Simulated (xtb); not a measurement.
dimethylamine (C₂H₇N), singlet, from a rough starting geometry.

Here is a job for xtb.
```
$ xtb mol.xyz --gfn 2 --opt vtight --json

# file mol.xyz
10

C     -0.09522751    -0.11234208     1.21023949
N     -0.09571049     0.74291998     0.00443566
C     -0.09650300    -0.13753528    -1.19104810
H      0.76487044    -0.78289094     1.21889828
H      0.04326138     0.61079703     2.11888465
H     -1.01139516    -0.59901658     1.31151673
H      0.77293746     1.30260389    -0.02090281
H      0.79209662    -0.85050881    -1.19534573
H      0.01032670     0.50148717    -2.06857173
H     -0.92864696    -0.64302493    -1.25962566
```

Task: What does this run give for the HOMO-LUMO gap, dipole moment, total energy at the end of the optimisation?

Result: 
| Property | Value |
|---|---|
| HOMO-LUMO gap | 11.21 eV |
| dipole moment | 1.18 D |
| total energy at the end of the optimisation | -10.754243 Ha |
